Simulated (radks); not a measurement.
Results of a calculation; reference values are marked as such.
Neutral silver inside a hard spherical wall (all orbitals vanish at R), configuration held at [Kr] 4d10 5s1 and not refilled when levels cross. Code: a radial shooting solver on a logarithmic mesh with Libxc functionals. Model: scalar-relativistic Kohn-Sham, r2SCAN, spin-polarised, spherical densities, finite nucleus; open shells are filled with parallel spins first (spin-orbit coupling, left out, can overturn this in heavy ions); meta-GGA in the generalised Kohn-Sham scheme; Fermi nuclear charge, rms radius 4.5454 fm. Eigenvalues in eV for spin up, with the zero of energy where the potential of the charges vanishes at infinity; a dash marks a level that is unbound or too diffuse for the functional's potential to be trusted. A positive occupied level is held by the wall or, in an anion where self-interaction has pushed it up, behind a barrier. The pressure on the wall is -dE/dV.

[
 {"R (bohr)": "free", "E (hartree)": "-5316.67557", "kinetic (hartree)": "5523.478", "e(4s)": "-97.588", "e(4p)": "-60.251", "e(4d)": "-7.716", "e(5s)": "-4.961", "e(5p, empty)": "-0.580", "e(6s, empty)": "-", "pressure (GPa)": "0"},
 {"R (bohr)": "10", "E (hartree)": "-5316.67540", "kinetic (hartree)": "5523.480", "e(4s)": "-97.571", "e(4p)": "-60.234", "e(4d)": "-7.700", "e(5s)": "-4.947", "e(5p, empty)": "-0.484", "e(6s, empty)": "3.730", "pressure (GPa)": "0.00498"},
 {"R (bohr)": "8", "E (hartree)": "-5316.67368", "kinetic (hartree)": "5523.494", "e(4s)": "-97.474", "e(4p)": "-60.136", "e(4d)": "-7.609", "e(5s)": "-4.855", "e(5p, empty)": "-0.156", "e(6s, empty)": "6.162", "pressure (GPa)": "0.0816"},
 {"R (bohr)": "5", "E (hartree)": "-5316.60692", "kinetic (hartree)": "5523.852", "e(4s)": "-95.928", "e(4p)": "-58.605", "e(4d)": "-6.213", "e(5s)": "-2.805", "e(5p, empty)": "3.809", "e(6s, empty)": "23.620", "pressure (GPa)": "8.41"},
 {"R (bohr)": "3.5", "E (hartree)": "-5316.10499", "kinetic (hartree)": "5526.067", "e(4s)": "-90.170", "e(4p)": "-53.057", "e(4d)": "-0.955", "e(5s)": "6.925", "e(5p, empty)": "17.619", "e(6s, empty)": "69.006", "pressure (GPa)": "173"},
 {"R (bohr)": "2.5", "E (hartree)": "-5313.29595", "kinetic (hartree)": "5537.300", "e(4s)": "-74.342", "e(4p)": "-37.812", "e(4d)": "15.524", "e(5s)": "43.588", "e(5p, empty)": "62.619", "e(6s, empty)": "186.19", "pressure (GPa)": "2570"},
 {"R (bohr)": "2", "E (hartree)": "-5306.39529", "kinetic (hartree)": "5563.416", "e(4s)": "-51.946", "e(4p)": "-14.916", "e(4d)": "42.450", "e(5s)": "110.47", "e(5p, empty)": "137.82", "e(6s, empty)": "354.43", "pressure (GPa)": "14600"},
 {"R (bohr)": "1.5", "E (hartree)": "-5277.09279", "kinetic (hartree)": "5661.509", "e(4s)": "11.485", "e(4p)": "53.863", "e(4d)": "122.75", "e(5s)": "317.91", "e(5p, empty)": "356.39", "e(6s, empty)": "795.00", "pressure (GPa)": "122000"}
]
